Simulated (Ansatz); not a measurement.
The same molecule with X = B, Al, Ga, In. Ansatz, PBE0-D4/def2-TZVP geometries, multiplicity 1.

Elements past krypton have def2 core potentials. Scalar relativity is left out up to krypton.

| X | molecule | mean X–Br bond length / Å | size of the dipole moment (ωB97M-V/def2-TZVPP) / D | ideal-gas entropy at 298 K and 1 bar (rigid rotor, harmonic PBE0-D4/def2-TZVP) / J/(mol·K) | HOMO energy (B3LYP/def2-TZVPP) / eV |
| --- | --- | --- | --- | --- | --- |
| Al | `[Br][Al]([Br])[Br]` | 2.229 | 0.00 | 349 | -8.35 |
| Ga | `[Br][Ga]([Br])[Br]` | 2.261 | 0.00 | 360 | -8.42 |
| In | `[Br][In]([Br])[Br]` | 2.437 | 0.00 | 375 | -8.46 |

Problem. Give the row for X = B, `BrB(Br)Br`. (Best estimate.)

Solution. The calculation gave: 
```
X     molecule  mean X–Br bond length / Å  size of the dipole moment (ωB97M-V/def2-TZVPP) / D  ideal-gas entropy at 298 K and 1 bar (rigid rotor, harmonic PBE0-D4/def2-TZVP) / J/(mol·K)  HOMO energy (B3LYP/def2-TZVPP) / eV
B  `BrB(Br)Br`                      1.896                                                0.00                                                                                         324                                -8.02
```

From B to In the mean X–Br bond length rises at each step, by 0.541 Å in all; the ideal-gas entropy at 298 K and 1 bar (rigid rotor, harmonic PBE0-D4/def2-TZVP) rises at each step, by 51 J/(mol·K) in all; the HOMO energy (B3LYP/def2-TZVPP) falls at each step, by 0.44 eV in all. Bonds lengthen as the atom grows down the group. Dipoles are sizes alone, and their direction can turn along the series.

B3LYP here is the variant with VWN-RPA as its local correlation; programs differ in this.

Spin–orbit coupling is left out; it splits and shifts lone-pair levels of the heavy atoms by tenths of an eV.
